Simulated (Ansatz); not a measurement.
Computed with Ansatz on PBE0-D4/def2-TZVP structures; ΔE is electronic, products minus reactants. CCSD(T)/CBS is the MP2 limit (def2-TZVPP, def2-QZVPP) plus CCSD(T) − MP2 in def2-TZVPP, frozen cores. This one scheme is used for every species. DFT in def2-TZVPP. For Ge outer-core shells are correlated without core-valence functions, which leaves a few kJ/mol of doubt a bond. Scalar relativity is left out up to krypton. Each species was taken in one conformer, which may not be the lowest.

`C[SiH]1[CH2][GeH2]1` + H₂S → `S[SiH]1[CH2][GeH2]1` + CH₄  (ligand exchange at the Si–C bond)

Problem. Is it downhill or uphill in electronic energy at CCSD(T)/CBS, and by how much? (Estimate.)

Solution. Ansatz gave: Downhill: ΔE = -0.65 eV.

Problem. What do these levels give: PBE-D4, ωB97X-V, B2PLYP, PBE, HF/def2-TZVPP, MP2/def2-TZVPP, CCSD(T)/def2-TZVPP, HF/def2-QZVPP, MP2/def2-QZVPP, SCS-MP2/def2-QZVPP, HF/CBS(def2), CCSD/CBS(def2)? (An estimate is asked.)

Solution. Computed: PBE-D4 -0.70, ωB97X-V -0.64, B2PLYP -0.67, PBE -0.69, HF/def2-TZVPP -0.64, MP2/def2-TZVPP -0.68, CCSD(T)/def2-TZVPP -0.63, HF/def2-QZVPP -0.63, MP2/def2-QZVPP -0.69, SCS-MP2/def2-QZVPP -0.67, HF/CBS(def2) -0.63, CCSD/CBS(def2) -0.64 eV.

Largest T1 diagnostic among the species: 0.012.
